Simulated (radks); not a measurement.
Values are calculated unless marked as measured or tabulated.
The mean radii <r> (bohr) of the occupied orbitals of an atom or ion are listed with their occupations. Code: a radial shooting solver on a logarithmic mesh with Libxc functionals. Model: scalar-relativistic Kohn-Sham, r2SCAN, spin-polarised, spherical densities, finite nucleus; meta-GGA in the generalised Kohn-Sham scheme; Fermi nuclear charge, rms radius of each element as measured or else 0.836 A^(1/3) + 0.57 fm.

| orbital | occ. | <r> |
|---|---|---|
| 1s down | 1 | 0.01659 |
| 1s up | 1 | 0.01659 |
| 2s up | 1 | 0.06992 |
| 2s down | 1 | 0.06992 |
| 2p up | 3 | 0.06329 |
| 2p down | 3 | 0.06329 |
| 3s up | 1 | 0.1805 |
| 3s down | 1 | 0.1805 |
| 3p up | 3 | 0.1820 |
| 3p down | 3 | 0.1820 |
| 3d up | 5 | 0.1651 |
| 3d down | 5 | 0.1651 |
| 4s up | 1 | 0.3991 |
| 4s down | 1 | 0.3992 |
| 4p up | 3 | 0.4250 |
| 4p down | 3 | 0.4251 |
| 4d up | 5 | 0.4487 |
| 4d down | 5 | 0.4487 |
| 5s up | 1 | 0.9021 |
| 5s down | 1 | 0.8995 |
| 4f up | 7 | 0.4824 |
| 4f down | 7 | 0.4816 |
| 5p up | 3 | 1.029 |
| 5p down | 3 | 1.027 |
| 5d up | 5 | 1.337 |
| 5d down | 3 | 1.339 |
| 6d up | 1 | 3.777 |

Name the element and its charge. Open shells, if any, are filled with parallel spins first.

Answer. Z = 80, mercury, charge +3: Hg3+ in [Xe] 4f14 5d8 6d1. The 1s radius gives Z: for a bare nucleus <r> = (2 gamma + 1)/(2Z) with gamma = sqrt(1 - (Z/c)^2), 0.0164 bohr for Z = 80, and screening makes it slightly larger (0.01659 here). The occupations add up to 77, and the charge is Z minus that.
